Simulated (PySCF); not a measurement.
C₂H₆O₃Si.

```xyz
12

Si    -1.3515    -0.0331     0.0338
O     -2.2509     1.3476     0.1870
O      0.2904     0.4754     0.0023
C      1.2495    -0.4687    -0.0464
C      2.6386     0.1098    -0.0704
O      0.9802    -1.6476    -0.0647
H     -1.6174    -0.8341     1.2436
H     -1.6292    -0.7347    -1.2440
H     -2.2436     1.9774    -0.5430
H      3.3800    -0.6965    -0.1120
H      2.7481     0.7741    -0.9415
H      2.7963     0.7269     0.8275
```
Charge 0, spin multiplicity 1.

Geometry optimised at B3LYP-D3(BJ)/def2-SVP. Other conformers were not sampled.

Computed with PySCF with B3LYP/pcSseg-1. Non-relativistic, no solvent.

Task: Give the absolute GIAO shielding of each atom: isotropic value and principal components (ppm). (Estimate from the structure and the level; the computed values follow.)

Result: 
```tsv
atom	σ(iso)	σ11	σ22	σ33	span
Si1	365.5	347.3	362.9	386.3	39.0
O2	291.5	267.8	286.5	320.1	52.3
O3	95.7	-43.7	125.1	205.7	249.4
C4	0.3	-102.2	39.1	64.0	166.2
C5	155.7	133.0	146.8	187.1	54.0
O6	-153.2	-408.6	-268.3	217.2	625.8
H7	26.5	23.0	25.2	31.2	8.2
H8	26.2	22.7	25.2	30.8	8.1
H9	29.7	22.3	25.1	41.6	19.3
H10	29.7	26.0	28.2	34.9	8.9
H11	29.2	25.9	28.4	33.3	7.3
H12	29.1	25.9	28.3	33.2	7.4
```
